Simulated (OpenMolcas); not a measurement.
An OpenMolcas run meant for Ar4+ (ANO-RCC-VDZ, X2C; inactive shells 1s 2s 2p 3s; intended active space 2 electrons in 3 orbitals (3p)). One step of its input:

```
&CASPT2
Multistate=3 1 2 3
Frozen=1 0
IPEA=0.25
Imaginary=2.0
MaxIter=60
WThr=0.0 0.3 0.05
PrWF=0.5
NoMix
```

The run finished. Its levels beside those of a sound run (SS-CASPT2, IPEA 0.25 Eh, imaginary shift 0.1 Eh (closed shells correlated: 2s 2p 3s)), in cm⁻¹ above each run's lowest level:

| Level | This run | Usual run |
| --- | --- | --- |
| 3s² 3p² ³P₀ | 0.0 | 0.0 |
| 3s² 3p² ³P₁ | 715 | 719 |
| 3s² 3p² ³P₂ | 1940 | 1944 |
| 3s² 3p² ¹D₂ | 19485 | 19493 |
| 3s² 3p² ¹S₀ | 40227 | 38385 |

Q: Which setting is unsound, and how much does it matter here?

A: The level shift is far above the usual 0.1 to 0.3 hartree and damps the second-order energy. Against the sound run the excited levels shown move by 460 cm-1 on average and by 1800 cm-1 at most.

Term energies are means over components that CASPT2 splits; among the terms shown or strongly mixed into the levels shown the widest spread is 100 cm-1 (3s² 3p² ¹D, the sound run). With the s shell closed, the reference lacks s² → p² mixing. Some terms miss by over 15 % even with CASPT2, which points to a basis or an active space too small for the shells correlated. The basis is small and was not contracted for so high a charge. Only configurations of the active space appear.
